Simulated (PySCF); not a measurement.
CH4BCl2N (SMILES CNB(Cl)Cl), singlet, geometry from GFN2-xTB. Base run: PBE0/6-31G (PySCF).

Input for PySCF:
```python
from pyscf import gto, scf, dft, solvent

mol = gto.Mole()
mol.atom = '''
    B    -0.107186   -0.030647    0.142155
    Cl   -0.879368   -0.229887    1.691069
    Cl    1.534897    0.524936    0.060281
    N    -0.822071   -0.321154   -1.006515
    C    -0.380255   -0.227353   -2.384603
    H    -1.776261   -0.642542   -0.923536
    H    -1.008281    0.475069   -2.934965
    H    -0.436397   -1.205024   -2.865975
    H     0.648907    0.122082   -2.406035
'''
mol.basis = '6-31g'
mol.charge = 0
mol.spin = 0
mol.verbose = 4
mol.build()

mf = dft.RKS(mol)
mf.xc = 'pbe0'
mf.kernel()
```

Variants of this job, named by their change:

```json
[
 {"change": "base", "ΔE vs base (kJ/mol)": "0.00", "dipole (D)": "3.73", "HOMO-LUMO gap (eV)": "8.42"},
 {"change": "model = IEF-PCM; solvent = acetonitrile; lebedev_order = 41", "ΔE vs base (kJ/mol)": "-18.81", "dipole (D)": "4.61", "HOMO-LUMO gap (eV)": "8.24"},
 {"change": "model = IEF-PCM; solvent = methanol", "ΔE vs base (kJ/mol)": "-18.65", "dipole (D)": "4.61", "HOMO-LUMO gap (eV)": "8.24"},
 {"change": "model = IEF-PCM; solvent = acetonitrile; vdw_scale = 1.4", "ΔE vs base (kJ/mol)": "___", "dipole (D)": "___", "HOMO-LUMO gap (eV)": "8.28"},
 {"change": "model = SS(V)PE; solvent = acetonitrile", "ΔE vs base (kJ/mol)": "___", "dipole (D)": "___", "HOMO-LUMO gap (eV)": "___"},
 {"change": "model = C-PCM; solvent = acetonitrile", "ΔE vs base (kJ/mol)": "___", "dipole (D)": "___", "HOMO-LUMO gap (eV)": "8.24"},
 {"change": "model = COSMO; solvent = acetonitrile", "ΔE vs base (kJ/mol)": "-18.64", "dipole (D)": "4.61", "HOMO-LUMO gap (eV)": "8.24"},
 {"change": "model = IEF-PCM; solvent = acetonitrile", "ΔE vs base (kJ/mol)": "-18.73", "dipole (D)": "4.61", "HOMO-LUMO gap (eV)": "8.24"},
 {"change": "model = IEF-PCM; solvent = acetonitrile; vdw_scale = 1.1", "ΔE vs base (kJ/mol)": "-23.73", "dipole (D)": "4.74", "HOMO-LUMO gap (eV)": "8.23"},
 {"change": "model = IEF-PCM; solvent = toluene", "ΔE vs base (kJ/mol)": "-9.10", "dipole (D)": "4.16", "HOMO-LUMO gap (eV)": "8.33"},
 {"change": "model = IEF-PCM; solvent = chloroform", "ΔE vs base (kJ/mol)": "-13.72", "dipole (D)": "4.37", "HOMO-LUMO gap (eV)": "8.29"},
 {"change": "model = ddCOSMO; solvent = acetonitrile", "ΔE vs base (kJ/mol)": "-14.03", "dipole (D)": "4.47", "HOMO-LUMO gap (eV)": "8.28"}
]
```

Task: Complete the blanks.

Result: 
- model = IEF-PCM; solvent = acetonitrile; vdw_scale = 1.4, ΔE vs base (kJ/mol): -12.33
- model = IEF-PCM; solvent = acetonitrile; vdw_scale = 1.4, dipole (D): 4.39
- model = SS(V)PE; solvent = acetonitrile, ΔE vs base (kJ/mol): -18.40
- model = SS(V)PE; solvent = acetonitrile, dipole (D): 4.59
- model = SS(V)PE; solvent = acetonitrile, HOMO-LUMO gap (eV): 8.25
- model = C-PCM; solvent = acetonitrile, ΔE vs base (kJ/mol): -18.95
- model = C-PCM; solvent = acetonitrile, dipole (D): 4.62

The base is the gas phase, so ΔE is the electrostatic part of solvation at a fixed geometry, without cavity and dispersion terms.
